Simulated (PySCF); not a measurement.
Record of a relaxation.

Compound: [CuF4]2- (charge -2 and doublet state).
Bonds: Cu1–F2, Cu1–F3, Cu1–F4, Cu1–F5.
The ion is multiply charged and has no counter-ions or solvent; whether it holds all its electrons wasn't checked.

Method: PySCF 2.14.0, PBE0-D3(BJ)/def2-SVP geometry optimisation, gas phase; unrestricted, density fitting, grid level 1; the optimiser is geomeTRIC in internal coordinates, started from a GFN2-xTB structure with every atom displaced at random (about 0.03 Å). The frame can shift and turn from step to step; on so coarse a grid that alone can change the energy by a few meV, and forces under 0.02 eV/Å are noise.

Step 0: E = -55475.1313 eV, largest atomic force 2.019 eV/Å
```
atom  x, y, z in Å  |  force x, y, z in eV/Å
Cu1     0.061   -0.077    0.012   -0.905   1.282  -0.657
F2      1.713   -0.046    0.716    1.910  -0.084   0.649
F3     -0.036    1.731   -0.727    0.251   0.110  -0.092
F4     -1.631    0.023    0.708   -1.338  -0.146   0.562
F5     -0.033   -1.742   -0.771    0.082  -1.162  -0.462
```

Step 1: E = -55475.3515 eV, largest atomic force 0.798 eV/Å
```
atom  x, y, z in Å  |  force x, y, z in eV/Å
Cu1     0.035   -0.049    0.013   -0.369   0.627  -0.328
F2      1.771   -0.054    0.715    0.519  -0.044   0.165
F3      0.005    1.761   -0.745    0.100  -0.204   0.101
F4     -1.714    0.004    0.739   -0.294  -0.083   0.136
F5     -0.022   -1.772   -0.783    0.044  -0.296  -0.074
```

Step 2: E = -55475.3792 eV, largest atomic force 0.324 eV/Å
```
atom  x, y, z in Å  |  force x, y, z in eV/Å
Cu1     0.020   -0.031    0.006   -0.128   0.234  -0.184
F2      1.789   -0.056    0.709    0.137  -0.004   0.049
F3      0.025    1.764   -0.741    0.017  -0.148   0.099
F4     -1.746   -0.010    0.746   -0.035  -0.023   0.016
F5     -0.013   -1.779   -0.783    0.009  -0.059   0.021
```

Step 3: E = -55475.3833 eV, largest atomic force 0.089 eV/Å
```
atom  x, y, z in Å  |  force x, y, z in eV/Å
Cu1     0.015   -0.022   -0.001   -0.023   0.017  -0.084
F2      1.797   -0.050    0.705    0.010   0.009   0.007
F3      0.027    1.762   -0.730   -0.010  -0.041   0.052
F4     -1.757   -0.017    0.742    0.025   0.002  -0.016
F5     -0.006   -1.783   -0.777   -0.003   0.014   0.041
```

Step 4: E = -55475.3839 eV, largest atomic force 0.054 eV/Å
```
atom  x, y, z in Å  |  force x, y, z in eV/Å
Cu1     0.014   -0.021   -0.007    0.006  -0.043  -0.033
F2      1.798   -0.043    0.703   -0.013   0.007  -0.007
F3      0.023    1.761   -0.723   -0.010   0.010   0.021
F4     -1.758   -0.021    0.736    0.018   0.005  -0.017
F5     -0.002   -1.787   -0.771   -0.001   0.021   0.035
```

Step 5: E = -55475.3840 eV, largest atomic force 0.057 eV/Å
```
atom  x, y, z in Å  |  force x, y, z in eV/Å
Cu1     0.014   -0.021   -0.013    0.018  -0.053   0.011
F2      1.800   -0.035    0.700   -0.014   0.002  -0.016
F3      0.016    1.762   -0.715   -0.004   0.035  -0.003
F4     -1.758   -0.025    0.726   -0.003   0.003  -0.011
F5      0.003   -1.792   -0.760    0.003   0.013   0.020
```

Step 6: E = -55475.3840 eV, largest atomic force 0.036 eV/Å
```
atom  x, y, z in Å  |  force x, y, z in eV/Å
Cu1     0.015   -0.022   -0.015    0.014  -0.028   0.018
F2      1.800   -0.032    0.697   -0.007   0.000  -0.015
F3      0.013    1.764   -0.711    0.000   0.024  -0.005
F4     -1.759   -0.027    0.720   -0.010   0.001  -0.009
F5      0.006   -1.795   -0.753    0.004   0.004   0.010
```

Step 7: E = -55475.3840 eV, largest atomic force 0.022 eV/Å
```
atom  x, y, z in Å  |  force x, y, z in eV/Å
Cu1     0.015   -0.022   -0.014    0.009  -0.014   0.015
F2      1.800   -0.032    0.695   -0.004   0.001  -0.012
F3      0.013    1.766   -0.710    0.000   0.013  -0.002
F4     -1.760   -0.027    0.718   -0.008   0.000  -0.008
F5      0.007   -1.796   -0.750    0.003   0.000   0.008
```

Q: Summarise the path.

A: The energy falls by 5.83 kcal/mol from step 0 to step 7; nine tenths of that is first reached at step 2. It falls at every step. The largest force goes from 2.019 to 0.022 eV/Å. Among the bonds Cu1–F2 changes most, from 1.795 to 1.921 Å; the atoms move by 0.091 Å rms after alignment.

Q: Follow the three bonds and two angles with the largest change from start to end.

A: 
| step | E above end (kcal/mol) | largest force (eV/Å) | Cu1–F2 (Å) | Cu1–F4 (Å) | Cu1–F5 (Å) | F3–Cu1–F4 (°) | F2–Cu1–F5 (°) |
| --- | --- | --- | --- | --- | --- | --- | --- |
| 0 | 5.83 | 2.019 | 1.795 | 1.832 | 1.843 | 92.7 | 103.2 |
| 1 | 0.75 | 0.798 | 1.873 | 1.895 | 1.898 | 96.2 | 100.5 |
| 2 | 0.11 | 0.324 | 1.904 | 1.915 | 1.918 | 98.1 | 99.0 |
| 3 | 0.02 | 0.089 | 1.917 | 1.921 | 1.924 | 98.6 | 98.4 |
| 4 | 0.00 | 0.054 | 1.921 | 1.922 | 1.924 | 98.6 | 98.3 |
| 5 | 0.00 | 0.057 | 1.922 | 1.920 | 1.922 | 98.3 | 98.2 |
| 6 | 0.00 | 0.036 | 1.922 | 1.920 | 1.921 | 98.1 | 98.1 |
| 7 | 0.00 | 0.022 | 1.921 | 1.920 | 1.920 | 98.0 | 98.1 |

The cost below is that of the whole optimisation. On one thread, Arm Neoverse V1 (aarch64), shared host with 32 logical CPUs at a one-minute load of 15, this took 55 s wall and 0.37 GiB of memory at its peak.
